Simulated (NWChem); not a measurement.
# Atomisation of C2H5FSi2

SMILES: C#C[Si@@H](F)[SiH3]
```xyz
10

C      2.1010     1.9132     0.2701
C      1.3542     1.0045    -0.0881
Si     0.1744    -0.3104    -0.5823
F      0.7904    -1.7749    -0.1534
Si    -1.8682     0.0100     0.5421
H      2.7647     2.7106     0.5810
H      0.0326    -0.3004    -2.0771
H     -2.8484    -1.0700     0.1719
H     -1.6408    -0.0129     2.0283
H     -2.4389     1.3460     0.1476
```
Charge 0, spin multiplicity 1.

All runs are NWChem calculations. The geometry was optimised at PBE/def2-SVP, a minimum by its harmonic frequencies. It is one conformer; others weren't searched.

Basis set: def2-TZVP. The atomisation energy is electronic alone: no zero-point, thermal, spin-orbit or counterpoise terms. No value is extrapolated to the basis-set limit. Free atoms are single determinants with multiplicities C 3, Si 3, F 2, H 2.

B3LYP has NWChem's definition, with VWN1-RPA local correlation. The structure started from a generated list of species. The stability of the SCF solutions was not checked.

Task: For the atomisation energy, B3LYP gives 877.2 kcal/mol and PBE0 gives 877.9 kcal/mol. What do PBE, BP86, BLYP give?

Result: PBE: 893.2 kcal/mol; BP86: 901.9 kcal/mol; BLYP: 874.5 kcal/mol.
